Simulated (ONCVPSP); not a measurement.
## S (Z = 16): one change to an ONCV potential, before and after

```
Element                 : sulfur (S)
Generator               : ONCVPSP 4.0.1
Type                    : optimised norm-conserving Vanderbilt (ONCV)
Functional              : Wu-Cohen
Relativity              : non-relativistic
Frozen core             : [Ne]
Valence charge          : 6
Reference configuration : 3s2 3p4
Partial waves           : 3s: rc 1.40 bohr, ncon 4, nbas 8, qcut 5.6 1/bohr, 3 projectors, debl 0.7 Ha; 3p: rc 1.45 bohr, ncon 5, nbas 9, qcut 5.3 1/bohr, 2 projectors, debl 3.7 Ha; d scattering state at 0.19 Ha: rc 1.50 bohr, ncon 4, nbas 7, qcut 7.6 1/bohr, 2 projectors, debl 2.3 Ha
Local potential         : polynomial inside 1.25 bohr (lpopt 5, dvloc0 0 Ha)
Core correction         : Teter function, fcfact 5.5, rcfact 1.35
```

Change: all radii but the core radius scaled by about 0.80 (s 1.12, p 1.16, d 1.20 bohr); local potential polynomial inside 1.00 bohr (lpopt 5, dvloc0 0 Ha).

Cutoffs: the cutoffs (Ha) at which the residual kinetic energy of the hardest occupied pseudo-wave falls to 1 and 0.1 mHa per electron; they do not see the model core or the augmentation charge, which bear on the density cutoff. Errors are all-electron minus pseudo energies relative to the spin-unpolarised reference configuration.

Task: What does the change do?

Result: The potential gets harder (13 Ha and 17 Ha → 166 Ha and 197 Ha); the bound ghosts move from s to p, s; of the 4 tests that both files solve, the error grows in 1 and shrinks in 3 by more than 15 % and 0.3 meV (median size 7.0 → 5.2 meV). A smaller radius makes the pseudo-wave follow the all-electron one further in, where it bends more sharply, so more plane waves are needed.

| quantity | base | changed |
| --- | --- | --- |
| cutoff, loose | 13 Ha | 166 Ha |
| cutoff, tight | 17 Ha | 197 Ha |
| loose cutoff by channel | s 13 Ha, p 6.1 Ha | s 74 Ha, p 166 Ha |
| bound ghosts | s | s, p |
| GHOST(+) flags under 300 eV | none | s at 105.3 eV |
| error for 3s2 3p3, meV [ΔE 11.76 eV] | +1.7 | +1.4 |
| error for 3s2 3p2, meV [ΔE 34.04 eV] | +12 | +9.0 |
| error for 3s2 3p1, meV [ΔE 68.10 eV] | +45 | +30 |
| error for 3s1 3p5, meV [ΔE 10.16 eV] | +0.1 | +0.4 |
| rms error of d²Exc/dni dnj with the model core, mHa | 0.22 | 0.42 |

Base: The cutoffs count occupied waves only; projector 2 of the p channel, the hardest unoccupied one, needs 97 Ha at the loose tolerance. A true bound ghost makes a file unfit for plane-wave use even where its test errors are small: the radial tests pick states by their node count and pass the ghost by.
